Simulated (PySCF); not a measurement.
Start geometry of `CC(C)OC1COC1` from GFN2-xTB (Å):
```
atom  x, y, z in Å
C1    -1.558    0.831    0.572
C2    -1.008    0.475   -0.810
C3    -2.085   -0.156   -1.685
O4     0.055   -0.466   -0.740
C5     1.250    0.003   -0.201
C6     2.443   -0.933   -0.435
O7     2.733   -0.966    0.962
C8     1.536   -0.261    1.293
H9    -2.397    1.514    0.467
H10   -1.898   -0.070    1.077
H11   -0.795    1.307    1.183
H12   -0.632    1.395   -1.292
H13   -2.907    0.540   -1.829
H14   -2.457   -1.060   -1.211
H15   -1.666   -0.420   -2.652
H16    1.437    1.043   -0.500
H17    2.138   -1.912   -0.812
H18    3.274   -0.541   -1.024
H19    1.732    0.607    1.927
H20    0.801   -0.919    1.766
```

What comes out of this run: PBE0-D3(BJ)/def2-SVP geometry optimisation, gas phase (PySCF)?

```
atom  x, y, z in Å
C1    -1.7465    0.9684    0.1276
C2    -1.1840    0.5775   -1.2315
C3    -2.2319   -0.0360   -2.1365
O4    -0.1401   -0.3702   -1.1242
C5     1.0238    0.0782   -0.5218
C6     2.2094   -0.8760   -0.6631
O7     2.4452   -0.8631    0.7420
C8     1.2311   -0.1618    0.9864
H9    -2.5827    1.6738    0.0108
H10   -2.1168    0.0774    0.6581
H11   -0.9891    1.4571    0.7588
H12   -0.7769    1.4896   -1.7176
H13   -3.0623    0.6640   -2.3074
H14   -2.6354   -0.9529   -1.6803
H15   -1.7889   -0.3033   -3.1062
H16    1.2540    1.1167   -0.8279
H17    1.8915   -1.8660   -1.0376
H18    3.0791   -0.5271   -1.2446
H19    1.3767    0.7226    1.6311
H20    0.4455   -0.8063    1.4209
```

The energy falls by 1.0 kcal/mol over 4 energy and gradient evaluations, the largest force component goes from 0.0132 to 2.4e-04 Eh/bohr, and the atoms move by 0.035 Å rms after alignment. Among the bonds, C1–H9, C1–H10, C1–H11, C3–H13, C3–H14 and C3–H15 change most and about equally (+0.013 to +0.014 Å). Bonds longer at the end by more than 0.005 Å: 12 of 20; shorter: 6. Rotational constants go from 4722, 1153, 992.5 to 4738, 1165, 1000 MHz. The orientation of the end geometry is arbitrary; only internal coordinates are fixed.

The run used 172 basis functions and 25 SCF cycles in all. Rough CPU time on one thread of a shared machine: about 80 s.

Stationary, but not proved a minimum. One conformer, not necessarily the lowest.
